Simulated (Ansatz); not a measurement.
Q: Name a neutral molecule of C, F, Ge, O and H with HOMO energy (ωB97M-V/def2-TZVPP) between -10.60 and -10.30 eV and LUMO energy (B3LYP/def2-TZVPP) between 0.20 and 0.50 eV (Ansatz, PBE0-D4/def2-TZVP geometry).

A: `O[CH](F)[GeH3]` (-10.57 eV, 0.30 eV). Other molecules can fit too; these were computed, each in one conformer that needn't be the lowest.

B3LYP here is the variant with VWN-RPA as its local correlation; programs differ in this.
